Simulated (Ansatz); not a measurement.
Mulliken charges of `F[C@H]1[SiH2][C@@H]1Cl` from PBE/def2-TZVPP in Ansatz (PBE0-D4/def2-TZVP geometry).

```tsv
atom	x (Å)	y (Å)	z (Å)	charge (e)
F1	-1.574	-1.029	0.940	-0.180
C2	-0.472	-0.241	0.774	0.085
Si3	1.004	-0.571	-0.330	0.162
C4	-0.419	0.631	-0.454	-0.060
Cl5	-0.423	2.381	-0.291	-0.128
H6	-0.220	0.284	1.695	0.076
H7	2.322	-0.146	0.182	-0.034
H8	1.004	-1.665	-1.322	-0.031
H9	-1.134	0.309	-1.210	0.112
```

Task: By hand: the dipole of these point charges (1 e Å = 4.8032 D).

Result: Σ q r = (0.231, -0.158, -0.064) e Å, of length 0.287 e Å = 1.38 D.

Task: How does the dipole of the full density compare? (Estimate.)

Result: Ansatz gave: (0.308, -0.200, -0.091) e Å, 1.82 D; the point charges give 0.76 times that, at 2° from its direction.

Point charges leave out the atoms' own dipoles, such as those of lone pairs, and Mulliken's split depends on the basis, so the two needn't agree.
